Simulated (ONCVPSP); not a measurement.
What one change does to a pseudopotential (Os, ONCV)

| Quantity | Value |
| --- | --- |
| Element | Os |
| Generator | ONCVPSP 4.0.1 |
| Type | optimised norm-conserving Vanderbilt (ONCV) |
| Functional | revPBE |
| Relativity | fully relativistic |
| Frozen core | [Kr] 4d10 4f14 |
| Valence charge | 16 |
| Reference configuration | 5s2 5p6 5d6 6s1.75 6p0.25 |
| Partial waves | 5s+6s: rc 1.70 bohr, ncon 4, nbas 8, qcut 7.4 1/bohr, 2 projectors; 5p+6p: rc 1.55 bohr, ncon 4, nbas 9, qcut 10.5 1/bohr, 2 projectors; 5d: rc 2.40 bohr, ncon 4, nbas 8, qcut 6.6 1/bohr, 2 projectors, debl 0.9 Ha |
| Local potential | polynomial inside 1.05 bohr (lpopt 5, dvloc0 0 Ha) |
| Core correction | Teter function, fcfact 2.75, rcfact 1.7 |

Open shells are filled in proportion to 2j + 1.

Change: core correction Teter function, fcfact 4.6, rcfact 1.7.

Cutoffs: the cutoffs (Ha) at which the residual kinetic energy of the hardest occupied pseudo-wave falls to 1 and 0.1 mHa per electron; they do not see the model core or the augmentation charge, which bear on the density cutoff. Errors are all-electron minus pseudo energies relative to the spin-unpolarised reference configuration.

Question: What does the change do?

Answer: The potential gets neither clearly harder nor softer (33 Ha and 39 Ha → 33 Ha and 39 Ha); of the 3 tests that both files solve, the error grows in 1 and shrinks in 0 by more than 15 % and 0.3 meV (median size 1.7 → 2.6 meV); neither file shows a bound ghost. A model core, the more so a compact one, raises the density cutoff, which this test does not measure.

| quantity | base | changed |
| --- | --- | --- |
| cutoff, loose | 33 Ha | 33 Ha |
| cutoff, tight | 39 Ha | 39 Ha |
| bound ghosts | none | none |
| GHOST(+) flags under 300 eV | s at 63.2 eV, d5/2 at 127.4 eV | s at 63.2 eV, d5/2 at 127.4 eV |
| tests with a reliable result | 3 of 4 | 3 of 4 |
| error for 5s2 5p6 5d6 6s2 6p0, meV [ΔE -1.21 eV] | -0.1 | -0.2 |
| error for 5s2 5p6 5d6 6s1 6p0, meV [ΔE 8.29 eV] | -1.7 | -2.6 |
| error for 5s2 5p5 5d6 6s2 6p0, meV [ΔE 56.41 eV] | -79 | -86 |
| s: phases at 1.73 bohr within 0.05 rad from the reference energy up to (Ha; the scan ends near 5) | 2.1 | 2.1 |
| p3/2: phases at 1.57 bohr within 0.05 rad from the reference energy up to (Ha; the scan ends near 5) | to the end of the scan | to the end of the scan |
| p1/2: phases at 1.57 bohr within 0.05 rad from the reference energy up to (Ha; the scan ends near 5) | to the end of the scan | to the end of the scan |
| d5/2: phases at 2.43 bohr within 0.05 rad from the reference energy up to (Ha; the scan ends near 5) | 4.4 | 4.4 |
| d3/2: phases at 2.43 bohr within 0.05 rad from the reference energy up to (Ha; the scan ends near 5) | to the end of the scan | to the end of the scan |
| rms error of d²Exc/dni dnj with the model core, mHa | 2.14 | 1.96 |
